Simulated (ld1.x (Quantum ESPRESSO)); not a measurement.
Ranking RRKJ potentials for Be (Z = 4)

All share these settings but for the change named:

```
Element                 : beryllium (Be)
Generator               : ld1.x (Quantum ESPRESSO) 7.5
Type                    : norm-conserving RRKJ (Kleinman–Bylander form)
Functional              : PBE
Relativity              : scalar-relativistic
Frozen core             : [He]
Valence charge          : 2
Reference configuration : 2s1.5 2p0.5
Partial waves           : 2s (bound): rc 1.65 bohr; 3d channel at 0.45 Ry: rc 3.20 bohr; 2p (bound): rc 3.50 bohr
Local potential         : the p channel
Core correction         : a·sin(br)/r model core, default radius (core density twice the valence density)
rho0                    : 0.005
```

Test errors are all-electron minus pseudo excitation energies from the reference, over 2s2 2p0; 2s1 2p0; 2s1.5 2p0; 2s0 2p1; 2s1 2p1; 2s0 2p2. None of these files shows a bound ghost.

The base gives 85.8 meV.

Of 11 variants that were run, those that failed, showed a ghost or another fault, or gave nearly equal values are left out.

A variant can come out equal or close to the base, since the largest error may sit in a test that the change hardly touches while other tests move.

(1) Rank these variants by their largest absolute test error, smallest first.
A. core correction a·sin(br)/r model core inside 1.94 bohr
B. local potential all-electron potential smoothed inside 1.85 bohr (lloc = -2)
C. wave 2p (bound): rc 3.50 bohr becomes 2p (bound): rc 2.80 bohr
D. all radii but the core radius scaled by about 1.11 (s 1.84, p 3.90, d 3.56 bohr)

## Answers

(1) C (30.5 meV), A (82.7 meV), B (93.3 meV), D (118.7 meV).
